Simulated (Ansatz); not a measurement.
nido-B5H9 (Br for H, site a on B) (B5H8Br), relaxed as a singlet with RKS PBE-D4/def2-SVP in Ansatz, starting from the GFN2-xTB geometry. Force threshold 0.02 eV/Å.

Start:

Cartesian coordinates in Å:
```
B 0.030 -1.140 -0.634
B -1.204 -0.098 0.238
B 0.321 -0.439 0.896
B 1.281 0.167 -0.374
B 0.062 1.201 0.512
Br -2.985 -0.424 0.948
H 0.056 -2.265 -0.955
H 0.615 -0.942 1.910
H 2.447 0.198 -0.467
H 0.106 2.151 1.191
H -1.141 -0.590 -1.029
H -1.128 1.187 -0.158
H 0.781 1.389 -0.603
H 0.759 -0.395 -1.475
```

**Question.** Estimate the energy that the relaxation releases and the steps that it takes.

**Answer.** 16.1 kJ/mol, in 6 steps; 7.5 s on 4 threads of Intel Xeon on a shared host. No frequencies were taken in this run, so the end may be a saddle point.

**Question.** Does the start keep its bonding and symmetry?

**Answer.** By distances, no bond broke or formed. The bond that changes most is B2–H12, from 1.35 to 1.38 Å (atoms count from 1). Point group Cs at the start, Cs at the end, both within 0.05 Å.

**Question.** Predict the relaxed structure.

**Answer.** 
Cartesian coordinates in Å:
```
B 0.024 -1.134 -0.598
B -1.191 -0.119 0.273
B 0.334 -0.463 0.943
B 1.261 0.155 -0.349
B 0.052 1.169 0.524
Br -2.999 -0.408 0.911
H 0.046 -2.271 -0.998
H 0.652 -0.975 1.984
H 2.457 0.211 -0.493
H 0.099 2.185 1.173
H -1.114 -0.552 -1.040
H -1.093 1.181 -0.196
H 0.746 1.377 -0.645
H 0.726 -0.355 -1.488
```
Bond lengths: 8 × B–B 1.70 to 1.81 Å; 1 × B–Br 1.94 Å; 10 × B–H 1.20 to 1.37 Å.
